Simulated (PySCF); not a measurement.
Can point charges reproduce the dipole moment of `CO[SiH2][SiH3]`?

Coordinates (PBE0-D3(BJ)/def2-SVP, Å) and charges (e) from the PBE0/pcSseg-1 density (PySCF):

```csv
atom,x,y,z,Mulliken,IAO,Hirshfeld,ESP-fitted
C1,2.170,-0.665,-0.429,-0.0215,-0.1922,-0.0334,-0.1347
O2,0.776,-0.658,-0.290,-0.6450,-0.6294,-0.2342,-0.3574
Si3,-0.103,0.675,0.194,+0.5797,+0.7053,+0.3078,+0.4579
Si4,-2.346,0.015,0.187,+0.1489,+0.2662,+0.2153,+0.0863
H5,2.513,0.050,-1.200,+0.1014,+0.1248,+0.0393,+0.0921
H6,2.491,-1.673,-0.734,+0.1228,+0.1522,+0.0487,+0.1069
H7,2.683,-0.416,0.519,+0.1007,+0.1240,+0.0392,+0.0926
H8,0.326,1.123,1.561,-0.1030,-0.1390,-0.0854,-0.1092
H9,0.129,1.828,-0.739,-0.1034,-0.1390,-0.0855,-0.1092
H10,-2.757,-0.417,-1.184,-0.0556,-0.0885,-0.0689,-0.0380
H11,-3.204,1.169,0.605,-0.0694,-0.0961,-0.0739,-0.0487
H12,-2.560,-1.115,1.142,-0.0556,-0.0885,-0.0689,-0.0385
```

**Question.** Compute μ = Σ q r for each scheme (1 e·Å = 4.803 D) and compare with the dipole of the full density.

**Answer.** The full density gives (1.11, 0.44, 0.02) D, 1.19 D in size; dipole vectors point from the negative to the positive end.

| scheme | μx | μy | μz | size (D) | share of the full size (%) | angle to the full dipole (°) |
| --- | --- | --- | --- | --- | --- | --- |
| Mulliken | 1.66 | 1.39 | 0.25 | 2.18 | 183 | 19 |
| IAO | 0.66 | 1.61 | 0.41 | 1.79 | 150 | 47 |
| Hirshfeld | 0.47 | 0.28 | 0.04 | 0.55 | 46 | 9 |
| ESP-fitted | 1.14 | 0.49 | 0.03 | 1.24 | 104 | 2 |

**Question.** Which set comes closest?

**Answer.** Length of the difference vector: ESP-fitted 0.06 D, Hirshfeld 0.65 D, Mulliken 1.12 D, IAO 1.31 D. Closest: ESP-fitted. ESP charges are fitted to the potential around the molecule, whose slowest-falling term is the dipole's. 

**Question.** What is left for the Hirshfeld atoms' own dipoles?

**Answer.** The shares of the density sum to the whole, so what Σ q r misses lies in dipoles about the nuclei. The atomic dipoles sum to (1.11, 0.44, 0.02) − (0.47, 0.28, 0.04) = (0.64, 0.16, -0.02) D, 0.65 D in size.

**Question.** With the origin at the mean of the coordinates, (0.010, -0.007, -0.031) Å, which are the largest single terms, by size, of the Hirshfeld dipole along the direction of the full one?

**Answer.** Si4 -2.25, H12 +0.92, H10 +0.91, H11 +0.90, O2 -0.53 D; all 12 atoms together +0.54 D. The single terms depend on the origin, their sum doesn't.

**Question.** Give the size of the full dipole in other units.

**Answer.** 1.19 D = 0.469 au = 0.248 e·Å = 3.98 × 10⁻³⁰ C·m.

Geometry: PBE0-D3(BJ)/def2-SVP, one conformer, isolated molecule.

Shape of the structure used: `[CH3:1][O:2][SiH2:3][SiH3:4]`: C1–O2–Si3–Si4 179°.
